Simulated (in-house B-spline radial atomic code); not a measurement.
Gd11+: [Ar] (3d3/2)4 (3d5/2)5 4s2 4p6 4d10 4f5 5s1 5p2 (with a hole in an inner shell)

Method: Dirac-Hartree-Fock, average of the jj configuration, Fermi nucleus of rms radius 5.1569 fm. Calculated with a B-spline radial code for spherical atoms.

Effective charges: Z_r = [3n² - l(l+1)]/(2<r>) from the radius, Z_e = n√(-2ε) from the energy, and Slater's rules. Values are occupation-weighted means over j. An effective charge above Z reflects the relativistic contraction of the inner shells.

```
shell  electrons   ε (eV)  <r> (bohr)    Z_r    Z_e  Slater
   1s          2   -50807      0.0219  68.48  61.11   63.70
   2s          2    -8726     0.09262  64.78  50.65   59.85
   2p          6    -7814     0.08202  60.96  47.93   59.85
   3s          2  -2165.5       0.242  55.79  37.85   52.75
   3p          6  -1873.6      0.2403  52.02  35.21   52.75
   3d          9  -1484.5      0.2196  47.81  31.34   43.20
   4s          2  -619.61      0.5433  44.17  26.99   37.10
   4p          6  -518.45      0.5702  40.34  24.69   37.10
   4d         10  -372.23      0.6069  34.60  20.92   25.85
   5s          1  -225.47        1.16  32.33  20.35   16.75
   4f          5  -218.69      0.6665  27.01  16.04   17.60
   5p          2  -193.59       1.259  29.00  18.86   16.75
```

The least bound orbital is 5p3/2 at -191.1 eV, and it is also the most diffuse (<r> = 1.274 bohr). The part-filled 3d shell lies below the filled 4d shell in orbital energy.

For the 1s electron the small component carries 5.69 % of the norm, the zero-frequency Breit interaction raises the level by 151 eV, self-energy by 90.3 eV, and vacuum polarisation lowers it by 14.72 eV.
